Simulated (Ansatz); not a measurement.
**Energy profile**

The step: GaH₃S ([SH][GaH2]) + H₂ → GaH₃ + H₂S (still joined by a long Ga–S bond); bonds formed: Ga1–H6, S2–H5; bonds broken: H5–H6; bonds weakened to dative contacts: Ga1–S2 (atoms numbered as in the saddle structure below).

```
7
angstrom
Ga -0.4344 -0.7415 0.3132
S -0.1725 1.3760 -0.9284
H -1.2040 -1.7024 -0.6333
H -0.5495 -0.4288 1.8305
H 0.9073 0.1989 -0.5960
H 1.2316 -0.7694 -0.1395
H 0.2216 2.0670 0.1537
```

Electronic energies by CCSD(T) at an estimated basis limit (MP2 extrapolated from triple and quadruple zeta, plus CCSD(T) − MP2 in triple zeta), on PBE0-D4/def2-TZVP structures; GaH5S, closed shell; no counterpoise correction. Ansatz 0.2.0; basis: def2-TZVPP and def2-QZVPP; cores frozen in the correlated methods. Filled d shells of the heavier atoms are correlated. The def2 sets are not built for correlating such inner shells, so the correlated values are less sure here. Extrapolation: Hartree–Fock as exp(−7.88 √X), correlation as X^−2.97.

Give the profile in eV, counted from the separated reactants. (Judge from chemistry; the value comes from the calculation.)

Computed:
```json
{"point": "separated: GaH3S (linked as [SH][GaH2]; Ga1, S2, H3, H4, H7; singlet) + H2 (H5, H6; singlet)", "eV": "0.000"}
{"point": "start structure", "eV": "-0.045"}
{"point": "saddle", "eV": "1.223"}
{"point": "end structure", "eV": "0.427"}
{"point": "separated: GaH3 (Ga1, H3, H4, H6; singlet) + H2S (S2, H5, H7; singlet)", "eV": "0.940"}
```

No T1 diagnostic of these runs exceeds 0.014.

For scale, one of the runs: CCSD(T)/def2-TZVPP, 160 basis functions, launched by `ansatz run in.yaml --threads 2 --pin off --events-out ev --progress --plain --max-ram 4352MiB`. Time: 20 s of wall clock on 2 CPU threads of an Intel Xeon Platinum 8259CL; the host was shared. Peak host memory: 1.1 GiB.
